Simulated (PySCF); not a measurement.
Species: C5H7GeNO.
Structure used (PBE0-D3(BJ)/def2-SVP), in Å, numbered top down from 1:
```
atom  x, y, z in Å
Ge1   -2.6793    0.1835   -0.0161
O2    -1.2865   -0.6363   -0.8782
C3    -0.0706   -0.2915   -0.4723
C4     1.0646   -0.8619   -1.0755
C5     2.3086   -0.4663   -0.6122
C6     2.3973    0.4717    0.4232
C7     1.2130    0.9725    0.9479
N8     0.0107    0.5988    0.5093
H9    -3.8565   -0.4658   -0.7620
H10   -2.6831   -0.2024    1.4667
H11   -2.6348    1.6956   -0.2606
H12    0.9394   -1.5882   -1.8792
H13    3.2146   -0.8870   -1.0559
H14    3.3615    0.8035    0.8108
H15    1.2259    1.7087    1.7591
```

Computed with TDDFT PBE0/def2-SVPD, vertical, gas phase, core orbitals frozen in the response in PySCF. The PBE0/def2-SVPD calculation is non-relativistic and has no spin–orbit coupling, an omission that weighs most on germanium.

Transition dipole moments from the ground state, in atomic units and in the frame of the coordinates above (overall signs are arbitrary), for the states with f of 0.002 or more among the lowest 4:

```
state  E (hartree)     μx      μy      μz
   S1       0.1861  0.172   0.459   0.509
   S2       0.1973  0.001   0.099  -0.092
   S4       0.2213  1.002  -0.109  -0.101
```

(1) What oscillator strength does each state have?

(2) Label these states by symmetry in Cs.

(3) What angle do the transition dipoles of S1 and S4 make?

(4) How is the summed strength of these states shared among x, y and z?

(5) What peak molar absorption coefficient would the strongest computed level give as a lone Gaussian band 0.5 eV wide at half height?

Answers

(1) f = (2/3) ΔE |μ|² with ΔE in hartree (27.2114 eV).

```json
{"state": "S1", "|μ|² (au)": "0.499", "|μ| (D)": "1.80", "f": "0.062"}
{"state": "S2", "|μ|² (au)": "0.018", "|μ| (D)": "0.34", "f": "0.002"}
{"state": "S4", "|μ|² (au)": "1.026", "|μ| (D)": "2.58", "f": "0.151"}
```

(2) The ground state is totally symmetric, so the direction of μ fixes the label. Polarised normal to the mirror plane, so A″: S2. Polarised in the mirror plane, so A′: S1 and S4.

(3) |cos θ| = |μa·μb| / (|μa| |μb|) = 0.10, so θ ≈ 84° (taken between 0 and 90°, since the signs are arbitrary).

(4) (2/3) Σ ΔE μα² gives 0.152 for x, 0.029 for y and 0.035 for z, 0.216 in all.

(5) ε(max) = 2.175×10⁸ f / FWHM, with the width in cm⁻¹. S4: 2.175×10⁸ × 0.1514 / 4033 ≈ 8200 L mol⁻¹ cm⁻¹.

One conformer stands for the species.
